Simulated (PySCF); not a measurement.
SMILES CC(C)O[B]OC(C)C, doublet at its GFN2-xTB optimised geometry (Å):

```
23

C     -2.9738    -0.9048     1.3619
C     -2.4130    -0.3728     0.0435
C     -2.7383     1.1087    -0.1404
O     -1.0102    -0.5129     0.0000
B     -0.3102    -1.6843     0.0000
O      1.0229    -1.6843     0.0000
C      1.8413    -0.4973    -0.0067
C      3.1773    -0.8454     0.6370
C      2.0105    -0.0059    -1.4395
H     -4.0561    -0.8091     1.3761
H     -2.5559    -0.3450     2.1955
H     -2.7042    -1.9526     1.4777
H     -2.8537    -0.9465    -0.7883
H     -2.3184     1.4690    -1.0762
H     -3.8144     1.2575    -0.1537
H     -2.3081     1.6843     0.6756
H      1.3236     0.2708     0.5826
H      3.8144     0.0349     0.6765
H      3.6743    -1.6199     0.0581
H      3.0215    -1.2159     1.6470
H      2.4887    -0.7752    -2.0418
H      1.0366     0.2184    -1.8675
H      2.6222     0.8932    -1.4589
```

Method: unrestricted PBE0/def2-SVP (PySCF). Cells within 0.4 Å of a nucleus heavier than hydrogen are left out (blank, or x).

Map of the electrostatic potential (hartree/e), clipped to [-0.08, 0.12] on the plane z = 0.8 Å:

```
|3333333333333333333333333333333|
|3333333333333333333333333333333|
|3333333333333333333333333333333|
|3333333333333333333333333333333|
|3333333333333333333333333333333|
|3333333333333333333333333333333|
|3333333333333333333333333333333|
|3333333333333333333333333333333|
|3333333334433333333333333333333|
|3333333358743333333333333333333|
|3333333599973333333333333333333|
|3334444799983222333433333433333|
|3334455999953222345544444444333|
|3344445899742112379964457754333|
|3344445899852101499996689995333|
|3344557999985312499999999995333|
|3445799999999843469999999974333|
|34469999999999876699999x9953333|
|33457999999779999899999x9953333|
|3334458999658999999658999743333|
|3333334697446999975223566533333|
|3333333465334799420001233333333|
|3333333343222333200001222333333|
|3333333333221111100011222233333|
|3333333332221111111111222233333|
|3333333322221111111112222223333|
|3333333222222221111222222223333|
|3333333222222222222222222223333|
|3333333222222222222222222223333|
|3333333222222222222222222223333|
|3333333322222222222222222233333|
```
Scale: ten equal steps from -0.059 (start of '0') to 0.120 (end of '9'), in the order '0123456789'; x runs from -6.00 to 6.00, y from -6.00 (bottom) to 6.00 (top).
